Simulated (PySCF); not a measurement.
CH3FO3Si, SMILES O=CO[Si@@H](O)F.

Coordinates come from a PBE0-D3(BJ)/def2-SVP optimisation. The structure was generated by enumeration; whether it is a known compound was not checked. One conformer was computed; it need not be the lowest.

Method: PySCF with HF/def2-TZVP.

Gas-phase values at a fixed geometry.

The total energy is -652.93647 hartree and the highest occupied level is -13.28 eV. The lowest empty level is 3.48 eV, the orbital gap comes out as 16.77 eV and the dipole moment is 2.42 D. The quadrupole, principal values (traceless, Buckingham form, about the centre of nuclear charge) is -5.14, -0.32, 5.46 D·Å, the mean static polarisability is 37.4 bohr³ (5.54 Å³) and the polarisability, principal values is 30.3, 39.0, 42.9 bohr³.
